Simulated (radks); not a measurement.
Problem. Bi+, configuration [Xe] 4f14 5d9.5 6s2 6p2.5 (fractional occupations, a model configuration). All-electron calculation, scalar-relativistic Kohn-Sham, SCAN, spin-polarised, spherical densities, finite nucleus; open shells are filled with parallel spins first (spin-orbit coupling, left out, can overturn this in heavy ions); meta-GGA in the generalised Kohn-Sham scheme; Fermi nuclear charge, rms radius 5.5211 fm. Program: a radial shooting solver on a logarithmic mesh with Libxc functionals. Some entries of the table are withheld. Estimate them.

orbital  occ.  eigenvalue (eV)  <1/r> (bohr^-1)  <r> (bohr)
1s up       1        -90735.29            103.2     0.01579
1s down     1        -90735.25            103.2     0.01579
2s up       1        -16343.35            24.28     0.06646
2s down     1        -16343.29            24.28     0.06646
2p up       3        -13982.14            21.23     0.06054
2p down     3        -13982.07            21.23     0.06054
3s up       1        -3967.510            9.001      0.1714
3s down     1        -3967.464            9.001      0.1714
3p up       3        -3289.310            8.115      0.1737
3p down     3        -3289.253            8.115      0.1737
3d up       5        -2605.625            7.599      0.1576
3d down     5        -2605.546            7.599      0.1576
4s up       1        -926.3632            3.876      0.3769
4s down     1        -926.2497            3.875      0.3769
4p up       3        -703.1502            3.482      0.4021
4p down     3        -703.0511            3.482      0.4021
4d up       5        -446.7486            3.132      0.4224
4d down     5        -446.6244            3.132      0.4223
5s up       1        -171.8436            1.639      0.8316
5s down     1        -171.2951            1.639      0.8318
4f up       7        -165.5615              (1)      0.4411
4f down     7        -165.3961              (2)      0.4409
5p up       3        -109.1399            1.411      0.9456
5p down     3        -108.5875            1.411      0.9454
5d up       5         -38.3649            1.075       1.222
5d down   4.5         -37.5996            1.081       1.214
6s up       1         -24.5645           0.6026       2.123
6s down     1         -22.6433           0.6210       2.065
6p up     2.5         -13.2834              (3)       2.683

Solution. 
(1) 4f up <1/r> (bohr^-1): 2.744
(2) 4f down <1/r> (bohr^-1): 2.745
(3) 6p up <1/r> (bohr^-1): 0.4680
